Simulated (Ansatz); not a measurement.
Dissociation curve of AlH (anion, charge -1), lowest doublet found (which spin is the ground state isn't settled by this scan).

Computed with full CI/aug-cc-pVTZ, frozen core (Ansatz, an electronic-structure program).

**Question.** Relative to R = 1.71 Å, what are the energies at R = 1.48, 2.21, 2.41, 2.99 Å?

**Answer.** 9.4 mEh at 1.48 Å, 19.1 mEh at 2.21 Å, 29.1 mEh at 2.41 Å, 52.8 mEh at 2.99 Å.

Where the anion isn't bound against loss of the electron, the finite basis alone holds it.
